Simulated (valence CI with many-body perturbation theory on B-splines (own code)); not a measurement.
# La⁵¹⁺: calculated level list

Calculated by configuration interaction combined with many-body perturbation theory (CI+MBPT): four valence electrons over a frozen Dirac-Fock core [He], a basis of 9 s, 9 p, 8 d, 6 f, 3 g, 1 h functions for each j, with the one-electron correlation potential Σ1, the two-electron term Σ2, the three-electron term Σ3, Breit, model QED; selected CI, second order for the rest, scaled by the run's own slope (own B-spline code, finite nucleus).

The last digits are not significant, and no measured levels were compared; by estimate large intervals hold to a few tenths of a per cent, small ones and those within an open d or f shell to about a per cent.

Levels 1 to 41 of 41, with energies above the lowest level, (2s^2 2p1/2^2) J=0. "Leading %" is the weight of the configuration and term that name the level; weights of strongly mixed levels are sums over their largest components and can fall short, so below about 35 % the name and the second component can differ from the true leading terms, or belong to a minority configuration. In the jj column 3d3/2^4 stands for four electrons in 3d with j = 3/2. Lifetimes count E1, E2, E3, M1 and M2 decay at the calculated energies, and are blank where another channel may lead or the interval is too uncertain; long ones can be off by a factor of two.

| No. | Configuration | Term | J | E (× 10³ cm⁻¹) | Leading % | Second component | Lifetime | Leading jj |
| --- | --- | --- | --- | --- | --- | --- | --- | --- |
| 1 | 2s2.2p2 | 3P | 0 | 0.00 | 70 | 30 % 2s2.2p2 1S |  | 2s^2 2p1/2^2 (100 %) |
| 2 | 2s2.2p2 | 3P | 1 | 3435.2 | 100 |  | 2.00 ns | 2s^2 2p1/2 2p3/2 (100 %) |
| 3 | 2s2.2p2 | 1D | 2 | 3566.7 | 63 | 36 % 2s2.2p2 3P | 1.15 μs | 2s^2 2p1/2 2p3/2 (100 %) |
| 4 | 2s.2p3 | 3P° | 2 | 5059.4 | 46 | 32 % 2s.2p3 5S° | 60.9 ps | 2s 2p1/2^2 2p3/2 (98 %) |
| 5 | 2s.2p3 | 3D° | 1 | 5579.7 | 35 | 27 % 2s.2p3 1P° | 789 fs | 2s 2p1/2^2 2p3/2 (99 %) |
| 6 | 2s2.2p2 | 3P | 2 | 7112.8 | 63 | 36 % 2s2.2p2 1D | 543 ps | 2s^2 2p3/2^2 (99 %) |
| 7 | 2s2.2p2 | 1S | 0 | 7464.6 | 69 | 30 % 2s2.2p2 3P | 426 ps | 2s^2 2p3/2^2 (99 %) |
| 8 | 2s.2p3 | 5S° | 2 | 8346.2 | 48 | 47 % 2s.2p3 3D° | 3.62 ps | 2s 2p1/2 2p3/2^2 (99 %) |
| 9 | 2s.2p3 | 3D° | 3 | 8643.3 | 100 |  | 3.84 ps | 2s 2p1/2 2p3/2^2 (100 %) |
| 10 | 2s.2p3 | 3P° | 0 | 8969.2 | 100 |  | 974 fs | 2s 2p1/2 2p3/2^2 (100 %) |
| 11 | 2s.2p3 | 3S° | 1 | 9098.9 | 47 | 41 % 2s.2p3 3D° | 512 fs | 2s 2p1/2 2p3/2^2 (99 %) |
| 12 | 2s.2p3 | 1D° | 2 | 9181.5 | 73 | 21 % 2s.2p3 3D° | 519 fs | 2s 2p1/2 2p3/2^2 (99 %) |
| 13 | 2s.2p3 | 3P° | 1 | 9208.2 | 56 | 32 % 2s.2p3 1P° | 718 fs | 2s 2p1/2 2p3/2^2 (99 %) |
| 14 | 2p4 | 3P | 2 | 10920 | 69 | 30 % 2p4 1D | 546 fs | 2p1/2^2 2p3/2^2 (99 %) |
| 15 | 2p4 | 1S | 0 | 11300 | 61 | 38 % 2p4 3P | 455 fs | 2p1/2^2 2p3/2^2 (98 %) |
| 16 | 2s.2p3 | 3P° | 2 | 12400 | 52 | 17 % 2s.2p3 1D° | 1.02 ps | 2s 2p3/2^3 (99 %) |
| 17 | 2s.2p3 | 1P° | 1 | 12894 | 40 | 25 % 2s.2p3 3S° | 386 fs | 2s 2p3/2^3 (99 %) |
| 18 | 2p4 | 3P | 1 | 14437 | 100 |  | 341 fs | 2p1/2 2p3/2^3 (100 %) |
| 19 | 2p4 | 1D | 2 | 14573 | 70 | 30 % 2p4 3P | 366 fs | 2p1/2 2p3/2^3 (100 %) |
| 20 | 2p4 | 3P | 0 | 18283 | 62 | 38 % 2p4 1S | 258 fs | 2p3/2^4 (100 %) |
| 21 | 2s2.2p.3s | 3P° | 0 | 45948 | 99 |  | 15.4 fs | 2s^2 2p1/2 3s (99 %) |
| 22 | 2s2.2p.3s | 3P° | 1 | 45971 | 67 | 32 % 2s2.2p.3s 1P° | 12.2 fs | 2s^2 2p1/2 3s (99 %) |
| 23 | 2s2.2p.3p | 3D | 1 | 46439 | 73 | 23 % 2s2.2p.3p 1P | 1.13 ps | 2s^2 2p1/2 3p1/2 (99 %) |
| 24 | 2s2.2p.3p | 3P | 0 | 46697 | 68 | 30 % 2s2.2p.3p 1S | 405 fs | 2s^2 2p1/2 3p1/2 (99 %) |
| 25 | 2s.2p2.3s | 5P | 1 | 47354 | 35 | 22 % 2s.2p2.3s 3S | 19.5 fs | 2s 2p1/2^2 3s (76 %) |
| 26 | 2s2.2p.3p | 3D | 2 | 47592 | 54 | 30 % 2s2.2p.3p 1D | 747 fs | 2s^2 2p1/2 3p3/2 (99 %) |
| 27 | 2s.2p2.3s | 3P | 0 | 47627 | 70 | 29 % 2s.2p2.3s 1S | 17.0 fs | 2s 2p1/2^2 3s (98 %) |
| 28 | 2s2.2p.3p | 3P | 1 | 47650 | 37 | 24 % 2s2.2p.3p 3S | 73.5 fs | 2s^2 2p1/2 3p3/2 (77 %) |
| 29 | 2s.2p2.3p | 3P° | 1 | 47926 | 30 | 22 % 2s.2p2.3p 5D° | 3.01 fs | 2s 2p1/2^2 3p1/2 (90 %) |
| 30 | 2s.2p2.3p | 3P° | 0 | 47943 | 47 | 47 % 2s.2p2.3p 5D° | 317 fs | 2s 2p1/2^2 3p1/2 (98 %) |
| 31 | 2s2.2p.3d | 3F° | 2 | 47987 | 74 | 20 % 2s2.2p.3d 1D° | 11.2 fs | 2s^2 2p1/2 3d3/2 (100 %) |
| 32 | 2s2.2p.3d | 3D° | 1 | 48175 | 47 | 28 % 2s2.2p.3d 1P° | 1.92 fs | 2s^2 2p1/2 3d3/2 (90 %) |
| 33 | 2s2.2p.3d | 3P° | 2 | 48362 | 47 | 35 % 2s2.2p.3d 3D° | 1.91 fs | 2s^2 2p1/2 3d5/2 (98 %) |
| 34 | 2s2.2p.3d | 3F° | 3 | 48387 | 48 | 30 % 2s2.2p.3d 1F° | 2.07 fs | 2s^2 2p1/2 3d5/2 (100 %) |
| 35 | 2s.2p2.3p | 3P° | 2 | 49063 | 32 | 22 % 2s.2p2.3p 5P° | 108 fs | 2s 2p1/2^2 3p3/2 (97 %) |
| 36 | 2s.2p2.3p | 3D° | 1 | 49099 | 34 | 20 % 2s.2p2.3p 1P° | 5.10 fs | 2s 2p1/2^2 3p3/2 (98 %) |
| 37 | 2s.2p2.3d | 3D | 1 | 49452 | 42 | 40 % 2s.2p2.3d 5F | 14.1 fs | 2s 2p1/2^2 3d3/2 (98 %) |
| 38 | 2s.2p2.3d | 3D | 2 | 49491 | 30 | 21 % 2s.2p2.3d 5F | 9.55 fs | 2s 2p1/2^2 3d3/2 (95 %) |
| 39 | 2s2.2p.3s | 3P° | 2 | 49603 | 98 |  | 19.9 fs | 2s^2 2p3/2 3s (98 %) |
| 40 | 2s2.2p.3s | 1P° | 1 | 49654 | 66 | 32 % 2s2.2p.3s 3P° | 9.84 fs | 2s^2 2p3/2 3s (98 %) |
| 41 | 2s.2p2.3d | 3D | 3 | 49811 | 34 | 20 % 2s.2p2.3d 5D | 2.08 fs | 2s 2p1/2^2 3d5/2 (98 %) |

The ionisation energy to 2s2.2p 2P°_1/2 of the next ion comes out as 10137 eV (NIST: 10136 ± 4 eV (theoretical)). All 41 levels together are meant to be complete up to 49906 × 10³ cm⁻¹.
